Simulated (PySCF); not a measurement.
Potassium: a sound run and one with changed settings

Sound run: K²⁺ [Ne] 3s2 3p5, K³⁺ [Ne] 3s2 3p4. All numbers are calculated (PySCF 2.14, scalar relativity by spin-free X2C-1e, in Sapporo-DKH3-DZP-2012). The sound run starts from symmetry-adapted Hartree-Fock orbitals and uses a fine grid where one is needed.

A second run was set up differently.

| species | method | sound run (hartree) | changed run (hartree) | converged |
| --- | --- | --- | --- | --- |
| K²⁺ | UHF | -600.17714 | -600.17714 | yes |
| K²⁺ | PBE0 | -600.72201 | -600.72372 | yes |
| K²⁺ | LDA | -599.12637 | -599.12632 | yes |
| K³⁺ | UHF | -598.54476 | -598.54476 | yes |
| K³⁺ | PBE0 | -599.04209 | -599.04366 | yes |
| K³⁺ | LDA | -597.43938 | -597.43934 | yes |

Ionisation energy of K²⁺:

```json
{"method": "UHF", "sound run (eV)": "44.419", "changed run (eV)": "44.419"}
{"method": "PBE0", "sound run (eV)": "45.713", "changed run (eV)": "45.717"}
{"method": "LDA", "sound run (eV)": "45.906", "changed run (eV)": "45.905"}
```

(1) What was changed?
A. basis contracted for another Hamiltonian
B. radial grid too coarse
C. minimal basis
D. all electrons correlated in a valence basis

Results:

(1) B. It used radial step 0.3 in ln r (0.13 in the sound run). A coarse radial grid mis-integrates the density and the exchange-correlation energy, with errors of either sign; Hartree-Fock needs no grid.
